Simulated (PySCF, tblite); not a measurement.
Isomers of C5H10Si2, one GFN2-xTB conformer each. Single-point energies are computed at PBE0/pcSseg-1 (PySCF, gas phase, no added dispersion term), electronic only.

**Question.** Rank them by PBE0/pcSseg-1 energy, lowest first (kJ/mol).
A. `[CH2:1]=[CH:2][C@@H:3]1[CH:4]=[CH:5][SiH2:6][SiH2:7]1` with C1–C2–C3–C4 26°
B. `CC#CC1[SiH2]C[SiH2]1`

**Answer.** A (0.0), B (44.9).

As drawn, the lower has an Si–Si bond and a C=C bond outside aromatic rings, which the higher lacks; the higher has a four-membered ring and a C≡C bond, which the lower lacks. GFN2-xTB itself gives, in the same order: 0.0, 37.7. Both levels put the same isomer lowest.

**Question.** Which frontier levels, dipoles and rotational constants go with these structures?

**Answer.** 
```
                    SMILES  HOMO (eV, PBE0/pcSseg-1)  LUMO (eV)  dipole (D)       A, B, C (MHz)
C=C[C@@H]1C=C[SiH2][SiH2]1                     -7.02      -0.31        0.43    2753, 1438, 1155
      CC#CC1[SiH2]C[SiH2]1                     -6.48      -0.19        0.56  3220, 968.5, 809.7
```

**Question.** What happens when harmonic zero-point energies from GFN2-xTB frequencies are added?

**Answer.** 
```
                    SMILES  ZPE (kJ/mol)  electronic (kJ/mol)  with ZPE (kJ/mol)
C=C[C@@H]1C=C[SiH2][SiH2]1         323.9                  0.0                0.0
      CC#CC1[SiH2]C[SiH2]1         318.9                 44.9               39.9
```

The zero-point energies span 5.0 kJ/mol. The order is unchanged.
